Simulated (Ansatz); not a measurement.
Geometry optimisation, RKS B3LYP-D4/def2-SVP in Ansatz 0.2.0.

Input file:

```yaml
crystal:
  periodic: [false, false, false]
  atoms:
    - { symbol: Ga, position_ang: [0.597952, -0.362206, 0.847006] }
    - { symbol: H, position_ang: [1.473772, -0.991367, -0.259525] }
    - { symbol: C, position_ang: [-0.600539, 0.386113, -0.524177] }
    - { symbol: H, position_ang: [-0.033273, -0.205979, -1.240365] }
    - { symbol: H, position_ang: [0.684617, -0.441425, 2.413039] }
    - { symbol: H, position_ang: [-0.447517, 1.458096, -0.727551] }
    - { symbol: H, position_ang: [-1.674911, 0.156868, -0.508326] }
basis:
  gaussian: { orbitals: def2-SVP }
hamiltonian:
  xc: b3lyp
  dispersion: d4
relax:
  f_tol: 0.03
  max_steps: 50
```

Run as:

```bash
$ ansatz run input.yaml --threads 1 --pin off --max-ram 2048MiB --backend cpu --events-out ev --progress --plain --runs-dir out
```

Problem. Where does it end, and by what steps?

Solution. The forces met the threshold. After 5 steps the energy has fallen by 0.693 eV; H2 moved furthest, 0.69 Å.

```
step  energy less start (eV)  largest force component (eV/Å)  accepted
   0                  0.0000                           1.217       yes
   1                 -0.3413                           0.522       yes
   2                 -0.5711                           0.329       yes
   3                 -0.6403                           0.540       yes
   4                 -0.6836                           0.522       yes
   5                 -0.6931                           0.013       yes
```

```xyz
7
Properties=species:S:1:pos:R:3
Ga 0.698 -0.451 0.675
H 1.988 -1.192 0.147
C -0.598 0.359 -0.585
H -0.486 -0.025 -1.610
H 0.463 -0.340 2.232
H -0.431 1.450 -0.611
H -1.634 0.199 -0.248
```

Run time: 26 s on 1 thread of Arm Neoverse N1, on a shared host, peak memory 0.15 GiB.
